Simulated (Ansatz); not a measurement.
```yaml
crystal:
  periodic: [false, false, false]
  atoms:
    - {symbol: N, position_ang: [-1.415683, 1.149615, -0.259763]}
    - {symbol: Ta, position_ang: [-0.175132, -0.089726, -0.474012]}
    - {symbol: N, position_ang: [-0.500850, -1.425476, 0.954928]}
    - {symbol: N, position_ang: [1.559121, 0.844550, -0.246609]}
    - {symbol: F, position_ang: [-0.204316, -0.959021, -2.166458]}
    - {symbol: H, position_ang: [-2.174525, 1.807061, -0.318405]}
    - {symbol: H, position_ang: [-1.228028, -1.367933, 1.650163]}
    - {symbol: H, position_ang: [0.093365, -2.221204, 1.141471]}
    - {symbol: H, position_ang: [1.669147, 1.824613, -0.039689]}
    - {symbol: H, position_ang: [2.459801, 0.386521, -0.238826]}
basis:
  gaussian: {orbitals: "6-311G**"}
hamiltonian: {xc: {name: wB97X-V}}
```

```sh
$ ansatz run in.yaml --threads 4 --pin off --events-out ev --progress --plain --max-ram 10444MiB
```

Problem. How does Ansatz answer? (Best estimate.)

Solution. Computed: The input was rejected before any iteration.
```
Error: <dir> can't be read: No such file or directory (os error 2)
```
